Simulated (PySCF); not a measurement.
Relaxation of singlet FCeN

Level of theory: B3LYP/[Ce def2-SVP with ECP28, N def2-SVP, F def2-SVP], scalar-relativistic core potentials, density fitting, no spin–orbit coupling, PySCF. A (50,194) grid was used.

A hand-made linear start, of C∞v symmetry, held to at least that symmetry:

```xyz
3
charge 0 multiplicity 1, angstrom
Ce    0.0000    0.0000   -0.0899
N     0.0000    0.0000   -2.0599
F     0.0000    0.0000    2.1801
```

Optimiser trace:
```tsv
step	E − E(last) (kJ/mol)	largest gradient (Eh/bohr)
0	131.71	0.14177
1	20.07	0.06658
2	11.06	0.07387
3	0.35	0.00930
4	0.01	0.00142
5	0.00	0.00010
6	0.00	0.00002
```

It ends at C∞v with Ce–F 2.107 Å, Ce–N 1.709 Å; F–Ce–N 180.0°. No frequency check is given, so it may be a saddle point.

Stability towards spin polarisation was not tested.
